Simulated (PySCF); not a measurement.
Simulation results for CH7GeNSi, GeH5N2Si

All values are calculated (PySCF 2.14.0). Calculation on a computer-drawn molecule: the log of a Hartree-Fock and frozen-core CCSD(T) single point meant for a local Hartree-Fock minimum, with one planted fault or none, to be diagnosed. Offsets are logged minus clean, where the clean run is the same molecule without the fault. The reference is restricted for singlets and unrestricted otherwise, and also for a bond in bohr or an excited solution. Adding or removing an electron swaps singlet and doublet. The excited solution moves the top pair (singlet) or top alpha electron (doublet) to the lowest empty orbital. Highest occupied and lowest empty are orbital energies over both spins, largest force is the largest gradient component, triples share is (T) over the correlation energy, the T1 limit is 0.02 restricted and 0.045 unrestricted, electrons count all cores, a negative frequency is imaginary (commonest isotopes), and the dipole is about the centre of nuclear charge; on germanium a core potential holds 10 electrons, which the energies leave out, and 3d is frozen in MP2 and coupled-cluster steps.

Common to all runs: meant multiplicity 1; meant basis cc-pV(D+d)Z; meant basis and core potential on germanium cc-pVDZ-PP ECP10MDF; logged SCF converged yes; logged CC converged yes; logged SCF stable within its kind yes; possible faults no fault, one electron removed, one electron added, multiplicity raised by two, geometry at a saddle point, SCF held on an excited solution, minimal basis STO-3G, one bond length entered in bohr, all coordinates scaled.

(1) CH7GeNSi

Logged structure:
```xyz
11
CH7GeNSi
N     -0.9961    -2.4741     0.0311
C     -0.0529    -1.7216    -0.4916
Si    -0.3227     0.1922    -0.4652
Ge     1.5346    -2.5053    -1.5326
H     -1.8774    -2.1131     0.3776
H     -0.8761    -3.4798     0.0889
H     -1.7966     0.4662    -0.4202
H      0.2910     0.7992    -1.6737
H      0.3095     0.6982     0.7871
H      2.5656    -1.4579    -0.9231
H      1.7598    -3.7157    -0.5163
```

```
meant charge                         : 0
logged electrons                     : 66
logged basis functions               : 109
logged spin squared                  : 0
logged highest occupied              : -7.1995 eV
logged lowest empty                  : 1.8406 eV
logged largest force                 : 0.0096335 hartree/bohr
logged T1 diagnostic                 : 0.025206
logged D1 diagnostic                 : 0.10946
logged triples share                 : 0.033989
logged dipole magnitude              : 6.0123 debye
logged energy HF                     : -678.63811 hartree
logged energy CCSD(T)                : -679.21778 hartree
planted fault                        : all coordinates scaled, by +1.0 %
HF energy offset from clean run      : 0.6128 kcal/mol
CCSD(T) energy offset from clean run : -0.3827 kcal/mol
```

Drawn bonds:
```
atom  other atom  order
   1           2      1
   2           3      1
   2           4      2
   1           5      1
   1           6      1
   3           7      1
   3           8      1
   3           9      1
   4          10      1
   4          11      1
```

Notes: T1 above single-reference limit.

(2) GeH5N2Si

Logged structure:
```xyz
9
GeH5N2Si
N     -2.0246     1.9395     0.0765
Si    -1.0215     0.5166    -0.0696
N     -0.1757    -0.1873     1.2114
Ge     0.7642    -1.0293     2.4793
H     -2.1839     2.4781     0.9825
H     -2.5462     2.3609    -0.7530
H     -0.9755    -0.0533    -1.5063
H      0.0900    -2.2053     3.3375
H      2.2824    -0.6035     2.7754
```

```
meant charge                         : 1
logged electrons                     : 64
logged basis functions               : 99
logged spin squared                  : 0
logged highest occupied              : -14.943 eV
logged lowest empty                  : -3.8233 eV
logged largest force                 : 0.042465 hartree/bohr
logged T1 diagnostic                 : 0.023112
logged D1 diagnostic                 : 0.077011
logged triples share                 : 0.035775
logged dipole magnitude              : 1.2271 debye
logged energy HF                     : -693.87927 hartree
logged energy CCSD(T)                : -694.45275 hartree
planted fault                        : all coordinates scaled, by +6.2 %
HF energy offset from clean run      : 23.97 kcal/mol
CCSD(T) energy offset from clean run : 11.29 kcal/mol
```

Drawn bonds:
```
atom  other atom  order
   1           2      1
   2           3      1
   3           4      2
   1           5      1
   1           6      1
   2           7      1
   4           8      1
   4           9      1
```

Notes: T1 above single-reference limit.

(3) GeH5N2Si

Logged structure:
```xyz
9
GeH5N2Si
N     -1.9064     1.8263     0.0720
Si    -0.9618     0.4864    -0.0656
N     -0.1655    -0.1763     1.1407
Ge     0.7196    -0.9693     2.3345
H     -2.0564     2.3335     0.9251
H     -2.3976     2.2231    -0.7091
H     -0.9186    -0.0502    -1.4183
H      0.0847    -2.0765     3.1427
H      2.1492    -0.5683     2.6133
```

```
meant charge                         : 1
logged electrons                     : 65
logged basis functions               : 99
logged spin squared                  : 0.7656
logged highest occupied              : -5.1908 eV
logged lowest empty                  : 2.9473 eV
logged largest force                 : 0.079248 hartree/bohr
logged T1 diagnostic                 : 0.017021
logged D1 diagnostic                 : 0.05497
logged triples share                 : 0.030345
logged dipole magnitude              : 5.7144 debye
logged energy HF                     : -694.07936 hartree
logged energy CCSD(T)                : -694.64555 hartree
planted fault                        : one electron added
HF energy offset from clean run      : -101.6 kcal/mol
CCSD(T) energy offset from clean run : -109.7 kcal/mol
```

Drawn bonds:
```
atom  other atom  order
   1           2      1
   2           3      1
   3           4      2
   1           5      1
   1           6      1
   2           7      1
   4           8      1
   4           9      1
```

(4) GeH5N2Si

Structure as in entry 3.

```
meant charge            : 1
logged electrons        : 63
logged basis functions  : 99
logged spin squared     : 0.7852
logged highest occupied : -21.222 eV
logged lowest empty     : -11.52 eV
logged largest force    : 0.090783 hartree/bohr
logged T1 diagnostic    : 0.041609
logged D1 diagnostic    : 0.24612
logged triples share    : 0.030801
logged dipole magnitude : 2.3152 debye
logged energy HF        : -693.42913 hartree
logged energy CCSD(T)   : -693.94345 hartree
planted fault           : ?
```

Drawn bonds:
```
atom  other atom  order
   1           2      1
   2           3      1
   3           4      2
   1           5      1
   1           6      1
   2           7      1
   4           8      1
   4           9      1
```

Question: Give the missing planted fault for GeH5N2Si (entry 4).
Answer: one electron removed

Further results for GeH5N2Si (entry 4):

```
HF energy offset from clean run      : 306.4 kcal/mol
CCSD(T) energy offset from clean run : 330.9 kcal/mol
```
